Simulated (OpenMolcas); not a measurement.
# Ionisation energies of cadmium

```json
{"Program": "OpenMolcas", "Basis": "ANO-R2 [7s5p4d2f1g]", "Scalar Hamiltonian": "X2C, finite nucleus", "Spin-orbit coupling": "RASSI with atomic mean-field integrals over the reference wave functions, term energies averaged over their components"}
```

Active shells in each charge state: the valence s, p shells, with orbitals averaged over the low states. Where CASPT2's correlated closed shells are named, they are those of the first ion.

A. CASSCF
B. SS-CASPT2, IPEA 0.25 Eh, imaginary shift 0.1 Eh (closed shells correlated: 4d)
C. SS-CASPT2, IPEA 0 Eh, imaginary shift 0.1 Eh (closed shells correlated: 4d)
D. SS-CASPT2, IPEA 0.25 Eh, imaginary shift 0.1 Eh (closed shells correlated: 4s 4p 4d)
E. SS-CASPT2, IPEA 0.25 Eh, imaginary shift 0.1 Eh (closed shells correlated: none)

Energies in eV between the lowest computed levels, named as in B; reference values from the NIST Atomic Spectra Database with their kind.

```tsv
From	To	A	B	C	D	E	Spin-orbit share in B	Reference
Cd 5s² ¹S₀	Cd+ 5s ²S_1/2	7.991	8.720	8.717	8.809	8.037	+0.000	8.994 (measured)
Cd+ 5s ²S_1/2	Cd2+ 4d¹⁰ ¹S₀	15.562	16.814	16.879	16.959	15.562	+0.000	16.908 (measured)
```

Error against the reference values, in %:

```tsv
From	Reference	A	B	C	D	E
Cd	measured	-11.2	-3.0	-3.1	-2.1	-10.6
Cd+	measured	-8.0	-0.6	-0.2	+0.3	-8.0
```

Mean absolute error over the 2 measured values: A 1.17 eV, B 0.18 eV, C 0.15 eV, D 0.12 eV, E 1.15 eV. D lies closest.
